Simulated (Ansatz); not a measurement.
`CCC(=N)[SiH3]` + `BC=C` → `BC(=C)CC` + `N=C[SiH3]`  (formal exchange of groups at a C–C bond)

Computed with Ansatz on PBE0-D4/def2-TZVP structures; ΔE is electronic, products minus reactants. CBS: MP2 limit from def2 TZ/QZ plus the TZ coupled-cluster correction, frozen cores. Functionals use def2-TZVPP. One conformer a species, not always the lowest.

`CCC(=N)[SiH3]`:

```xyz
14

C     0.667    0.390    1.517
C     0.949   -0.493    0.307
C    -0.249   -0.657   -0.587
N    -0.763   -1.770   -0.925
Si   -1.128    0.879   -1.282
H     0.363    1.396    1.217
H    -0.133   -0.030    2.131
H     1.557    0.489    2.140
H     1.296   -1.483    0.624
H     1.758   -0.044   -0.283
H    -0.255   -2.553   -0.500
H    -0.127    1.944   -1.574
H    -2.075    1.418   -0.270
H    -1.860    0.514   -2.516
```

`BC=C`:

Z-matrix (Å, degrees):
```
B
C 1 1.534
H 1 1.197 2 122.0
H 1 1.199 2 118.7 3 180.0
C 2 1.339 1 120.5 3 180.0
H 2 1.089 1 121.7 3 -0.0
H 5 1.086 2 120.6 1 0.0
H 5 1.087 2 123.0 1 -180.0
```

`BC(=C)CC`:

```xyz
14

B    -1.570    0.830   -0.416
C    -0.086    0.443   -0.562
C     0.740    1.349   -1.109
C     0.418   -0.906   -0.126
C     0.360   -1.075    1.387
H    -2.385    0.047   -0.016
H    -1.924    1.931   -0.726
H     1.795    1.145   -1.283
H     0.377    2.328   -1.406
H    -0.196   -1.684   -0.594
H     1.444   -1.059   -0.478
H     0.999   -0.343    1.886
H     0.688   -2.073    1.686
H    -0.659   -0.934    1.757
```

`N=C[SiH3]`:

Cartesian coordinates in Å:
```
N -0.253 -0.464 -1.629
C -0.522 -0.447 -0.388
Si 0.567 0.549 0.791
H -0.920 -1.040 -2.149
H -1.377 -1.000 0.032
H 1.131 -0.367 1.819
H -0.276 1.555 1.492
H 1.651 1.214 0.032
```

```json
{"level": "ωB97X-V", "ΔE (kcal/mol)": "3.5"}
{"level": "HF/def2-TZVPP", "ΔE (kcal/mol)": "3.1"}
{"level": "HF/def2-QZVPP", "ΔE (kcal/mol)": "3.1"}
{"level": "MP2/def2-QZVPP", "ΔE (kcal/mol)": "3.2"}
```

What does CCSD(T)/CBS give? (Estimate.)

Ansatz gave: +3.2 kcal/mol. The listed levels differ from it by 0.3, -0.1, -0.1, 0.0 kcal/mol.

Largest T1 diagnostic among the species: 0.012.
